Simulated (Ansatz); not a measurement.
Geometry optimisation, Ansatz 0.2.0, RKS BLYP/def2-SVP.

Input file:

```yaml
crystal:
  periodic: [false, false, false]
  atoms:
    - { symbol: Ga, position_ang: [-2.185339, -1.088085, -0.42144] }
    - { symbol: Cl, position_ang: [-0.870357, -2.717832, 0.361656] }
    - { symbol: H, position_ang: [-1.923548, -0.738635, -1.935406] }
    - { symbol: H, position_ang: [-3.299882, -0.613289, 0.579167] }
    - { symbol: H, position_ang: [0.617958, -0.593458, 0.837235] }
    - { symbol: "N", position_ang: [0.453519, 0.400663, 0.636922] }
    - { symbol: C, position_ang: [1.506021, 0.989381, -0.208164] }
    - { symbol: H, position_ang: [0.36144, 0.889607, 1.538824] }
    - { symbol: H, position_ang: [2.539889, 0.947028, 0.216123] }
    - { symbol: H, position_ang: [1.269478, 2.054357, -0.416087] }
    - { symbol: H, position_ang: [1.530921, 0.470262, -1.18883] }
basis:
  gaussian: { orbitals: def2-SVP }
hamiltonian:
  xc: blyp
relax:
  f_tol: 0.03
  max_steps: 50
```

Run as:

```bash
$ ansatz run input.yaml --threads 2 --pin off --max-ram 3072MiB --backend cpu --events-out ev --progress --plain --runs-dir out
```

**Question.** Where does it end, and by what steps?

**Answer.** The forces met the threshold. After 9 steps the energy has fallen by 0.694 eV; H4 moved furthest, 0.79 Å. Joined: Ga1–N6 (3.21 → 2.18 Å).

| step | energy less start (eV) | largest force component (eV/Å) | accepted |
| --- | --- | --- | --- |
| 0 | 0.0000 | 0.618 | yes |
| 1 | -0.1603 | 0.385 | yes |
| 2 | -0.3637 | 0.428 | yes |
| 3 | -0.5436 | 0.379 | yes |
| 4 | -0.6146 | 0.416 | yes |
| 5 | -0.6642 | 0.233 | yes |
| 6 | -0.6818 | 0.131 | yes |
| 7 | -0.6908 | 0.095 | yes |
| 8 | -0.6929 | 0.067 | yes |
| 9 | -0.6940 | 0.025 | yes |

```xyz
11
Properties=species:S:1:pos:R:3
Ga -1.542 -0.717 -0.268
Cl -0.936 -2.829 0.251
H -1.350 -0.368 -1.800
H -2.667 -0.144 0.686
H 0.710 -0.753 0.955
N 0.273 0.115 0.606
C 1.199 0.863 -0.285
H 0.031 0.670 1.440
H 2.143 1.146 0.226
H 0.698 1.780 -0.647
H 1.440 0.236 -1.163
```

The run took 14 s on 2 threads of Intel(R) Xeon(R) 6985P-C CPU @ 2.30GHz (Granite Rapids), on a shared host, peak memory 0.18 GiB.
